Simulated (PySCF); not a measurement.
Species: C7H5ClO2 (charge -1 and doublet state).
Numbering: `[O-:1][C:2]([OH:3])[c:4]1[cH:5][cH:6][c:7]([Cl:8])[cH:9][cH:10]1` (hydrogens: H11 on O3; H12 on C5; H13 on C6; H14 on C9; H15 on C10)

The calculation used PBE0-D3(BJ)/def2-SVP geometry optimisation, gas phase (PySCF).

Problem. What internal coordinates does the optimisation give?

Solution. 
```tsv
bond	length (Å)	order
O1–C2	1.240	single
C2–O3	1.389	single
C2–C4	1.422	single
C4–C5	1.438	aromatic
C5–C6	1.376	aromatic
C6–C7	1.414	aromatic
C7–Cl8	1.757	single
C7–C9	1.412	aromatic
C9–C10	1.379	aromatic
C4–C10	1.438	aromatic
O3–H11	0.966	single
C5–H12	1.093	single
C6–H13	1.094	single
C9–H14	1.094	single
C10–H15	1.092	single
```

Orders are formal, as drawn. A selection of angles:
```tsv
angle	degrees
O1–C2–O3	117.7
O1–C2–C4	127.9
O3–C2–C4	114.5
C2–C4–C5	119.6
C2–C4–C10	123.7
C5–C4–C10	116.7
C4–C5–C6	121.7
C5–C6–C7	120.0
C6–C7–Cl8	120.0
C6–C7–C9	119.9
Cl8–C7–C9	120.1
C7–C9–C10	120.2
C4–C10–C9	121.5
H11–O3–C2	101.4
```

Torsions: O1–C2–C4–C5 0° (synperiplanar); H11–O3–C2–O1 0° (synperiplanar).

C7 (carbon bonded to 2 C and Cl) is planar (angles 120.1°, 120.0° and 119.9°, sum 360.0°, 0.00 Å off the plane of its three neighbours). Of the pairs four or more bonds apart, O3···H15 is among the closest relative to their van der Waals radii: 2.46 Å, 90 % of the sum of Bondi's values. C5 (carbon bonded to 2 C and H) is planar (angles 121.7°, 120.7° and 117.5°, sum 360.0°, 0.00 Å off the plane of its three neighbours). The 7 C–C bonds span 1.376 Å (C5–C6, aromatic) to 1.438 Å (C4–C10, aromatic), a spread of 0.062 Å. The 10 heavy atoms lie in one plane (0.003 Å rms). The 2 C–O bonds span 1.240 Å (O1–C2, drawn single) to 1.389 Å (C2–O3, drawn single), a spread of 0.149 Å. C4 (carbon bonded to 3 C) is planar (angles 123.7°, 119.6° and 116.7°, sum 360.0°, 0.00 Å off the plane of its three neighbours).

Point group: Cs (tolerance 0.08 Å). PBE0-D3(BJ)/def2-SVP frequencies: not computed here. ⟨S²⟩ = 0.766 (exact for a doublet: 0.75). Whether the extra electron is bound in the gas phase wasn't checked; a finite basis holds it in any case. Torsions: O1–C2–O3–H 0°, O1–C2–C4–C5 0°.

The run took 2.0 min wall on x86-64 server, one thread, no GPU, shared host. This is the geometry optimisation.

One conformer stands for the species.
